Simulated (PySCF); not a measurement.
Mo (SMILES [Mo]), septet (core potentials on Mo). Base run: PBE/def2-SV(P) in PySCF.

Input for PySCF:
```python
from pyscf import gto, scf, dft

mol = gto.Mole()
mol.atom = '''
    Mo    0.00000000    0.00000000    0.00000000
'''
mol.basis = 'def2-sv(p)'
mol.ecp = {'Mo': 'def2-sv(p)'}
mol.spin = 6
mol.verbose = 4
mol.build()

mf = dft.UKS(mol)
mf.xc = 'pbe'
mf.kernel()
```

The base run was repeated with changes; each row names its change, and settings that it needs were set with it.

```json
[
 {"change": "base", "ΔE vs base (µEh)": "0.0", "SCF cycles": "7", "<S^2>": "12.000", "outcome": "converged"},
 {"change": "diis_space = 4", "ΔE vs base (µEh)": "0.0", "SCF cycles": "7", "<S^2>": "12.000", "outcome": "converged"},
 {"change": "diis = off; damp = 0.6 (with mf.diis_start_cycle = 200; with mf.max_cycle = 150)", "ΔE vs base (µEh)": "0.0", "SCF cycles": "15", "<S^2>": "12.000", "outcome": "converged"},
 {"change": "level_shift = 0.1 (with mf.max_cycle = 100)", "ΔE vs base (µEh)": "0.0", "SCF cycles": "9", "<S^2>": "12.000", "outcome": "converged"},
 {"change": "conv_tol_grad = 1e-7", "ΔE vs base (µEh)": "0.0", "SCF cycles": "7", "<S^2>": "12.000", "outcome": "converged"},
 {"change": "init_guess = atom", "ΔE vs base (µEh)": "0.0", "SCF cycles": "6", "<S^2>": "12.000", "outcome": "converged"},
 {"change": "diis_space = 2", "ΔE vs base (µEh)": "0.0", "SCF cycles": "7", "<S^2>": "12.000", "outcome": "converged"},
 {"change": "init_guess = vsap", "ΔE vs base (µEh)": "-", "SCF cycles": "-", "<S^2>": "-", "outcome": "input refused"},
 {"change": "init_guess = 1e", "ΔE vs base (µEh)": "0.0", "SCF cycles": "8", "<S^2>": "12.000", "outcome": "converged"},
 {"change": "DIIS = EDIIS", "ΔE vs base (µEh)": "-", "SCF cycles": "50", "<S^2>": "-", "outcome": "not converged"},
 {"change": "init_guess = huckel", "ΔE vs base (µEh)": "-", "SCF cycles": "-", "<S^2>": "-", "outcome": "stopped with an error"},
 {"change": "level_shift = 1.0 (with mf.max_cycle = 100)", "ΔE vs base (µEh)": "0.0", "SCF cycles": "34", "<S^2>": "12.000", "outcome": "converged"},
 {"change": "init_guess = mod_huckel", "ΔE vs base (µEh)": "-", "SCF cycles": "-", "<S^2>": "-", "outcome": "stopped with an error"}
]
```

Open shells are given as the SCF converged; they aren't shown to be the lowest states, and a large step between rows can be another state.

- init_guess = vsap: ended with `AssertionError: ECP or PP not supported`
- init_guess = huckel: ended with `RuntimeError: Failed to assign mo_occ. nelec (10, 4) > Nmo (9)`
- init_guess = mod_huckel: ended with `RuntimeError: Failed to assign mo_occ. nelec (10, 4) > Nmo (9)`
